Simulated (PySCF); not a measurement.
CH₅OSb, SMILES C[O][SbH2]. Geometry: PBE0-D3(BJ)/def2-SVP. The def2 effective core potentials stand for the cores of Sb; spin–orbit coupling is left out.

Computed equilibrium geometry at PBE0-D3(BJ)/def2-SVP (PySCF confirms it by a frequency run) as Cartesian coordinates in Å, and its point group:
point group Cs.
```xyz
8

Sb     0.0089     0.6122     0.0000
H     -1.2011     0.3776    -1.2157
H     -1.2011     0.3776     1.2157
O      0.6510    -1.2739     0.0000
C     -0.2771    -2.3165     0.0000
H     -0.9344    -2.3065     0.8929
H      0.2740    -3.2723     0.0000
H     -0.9344    -2.3065    -0.8929
```
